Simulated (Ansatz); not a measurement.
The cluster Zr2B2, relaxed as a singlet with RKS PBE0-D4/def2-TZVP in Ansatz, starting from the GFN2-xTB geometry. Force threshold 0.02 eV/Å.

In the def2 sets Zr takes a core potential; there is no spin–orbit coupling. The restricted singlet is unstable: a solution with broken spin symmetry lies lower. At PBE0-D4/def2-TZVP a triplet of charge 0 lies 0.23 eV below the restricted singlet, each at its own geometry. The structure comes from a short search, and lower isomers may exist.

Start:

Cartesian coordinates in Å:
```
Zr -1.285 1.036 -0.806
Zr -0.198 -1.665 -0.056
B 1.310 0.090 -0.096
B 0.173 0.539 0.959
```

Q: Estimate the energy that the relaxation releases and the steps that it takes.

A: 141.6 kJ/mol, in 7 steps; 14 s on 4 threads of AMD EPYC 7R43 on a shared host. No frequencies were taken in this run, so the end may be a saddle point.

Q: Does the start keep its bonding?

A: By distances, no bond broke or formed. The bond that changes most is Zr1–B3, from 2.85 to 2.24 Å (atoms count from 1).

Q: Predict the relaxed structure.

A: 
Cartesian coordinates in Å:
```
Zr -0.993 0.814 -0.805
Zr -0.297 -1.486 -0.027
B 1.099 0.257 -0.223
B 0.191 0.415 1.056
```
Bond lengths (bridged metal pairs left out): 4 × B–Zr 2.24 Å; 1 × Zr–Zr 2.53 Å; 1 × B–B 1.58 Å.
